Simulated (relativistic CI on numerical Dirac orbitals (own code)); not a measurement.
What each ingredient does to the levels of Sm LVIII

Base calculation: Dirac-Coulomb-Breit CI, KLI orbitals optimised for each configuration, a model potential for QED, unscaled Slater integrals.

Configurations in the expansion (outside the closed core 1s2): 2s2 2p, 2s 2p2, 2p3, 2p2 3s, 2p2 3p, 2p2 3d, 2s2 3s, 2s2 3p, 2s2 3d, 2s 2p 3s, 2s 2p 3p, 2s 2p 3d, 2s2 4s, 2s2 4p, 2s2 4d, 2s2 4f. Levels of other configurations are missing.

The lowest level and the first level of each name with at least 55 % of one term (blank where a level has no safe partner in the second run):

```tsv
Level	Base (eV)	Shift (eV)
2s2 2p 2P°_1/2	0.00	0.00
2s2 2p 2P°_3/2	659.86	+0.08
2s 2p2 4P_3/2	800.81	+0.18
2s 2p2 2D_5/2	837.23	+0.18
2s 2p2 2P_1/2	895.61	+0.18
2s 2p2 2D_3/2	897.09	+0.18
2s 2p2 4P_5/2	1479.00	+0.18
2s 2p2 2S_1/2	1567.09	+0.18
2s 2p2 2P_3/2	1568.17	+0.18
2p3 4S°_3/2	1731.37	+0.40
2p3 2D°_5/2	1753.33	+0.40
2p3 2P°_1/2	1799.18	+0.41
2s2 3s 2S_1/2	7071.82	+0.01
2s2 3p 2P°_1/2	7140.64	+0.06
```

At this charge energies of transitions that change n are usually good to better than 1 %, and those within a shell (Δn = 0) to a few per cent.

One thing was changed in a second run, which moved the levels as shown. Which?
A. one mean potential for all configurations
B. configuration mixing switched off
C. Breit term removed
D. QED terms removed

A. One mean potential for all configurations. One potential for all configurations removes the relaxation of the orbitals, which moves whole configurations and changes the integrals a little.

LS names give the leading component of a level, which can be under half, so a name can repeat, a term be missing and a line seem to break the LS rules.
